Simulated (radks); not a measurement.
Removal energies from the palladium ion Pd9+, [Kr] 4d1, by Delta-SCF beside the eigenvalue of the level emptied. Method: scalar-relativistic Kohn-Sham, LDA (Slater exchange, Perdew-Wang correlation), spin-polarised, spherical densities, finite nucleus; Fermi nuclear charge, rms radius of each element as measured or else 0.836 A^(1/3) + 0.57 fm; computed with a radial shooting solver on a logarithmic mesh with Libxc functionals. Open shells are filled with parallel spins first.

| removed from | final configuration | Delta-SCF (eV) | -eigenvalue (eV) |
|---|---|---|---|
| 4d | [Kr] | 161.31 | 151.11 |
| 4p | [Ar] 3d10 4s2 4p5 4d1 | 217.22 | 206.12 |
| 4s | [Ar] 3d10 4s1 4p6 4d1 | 254.82 | 243.14 |
| 3d | [Ar] 3d9 4s2 4p6 4d1 | 522.93 | 497.90 |
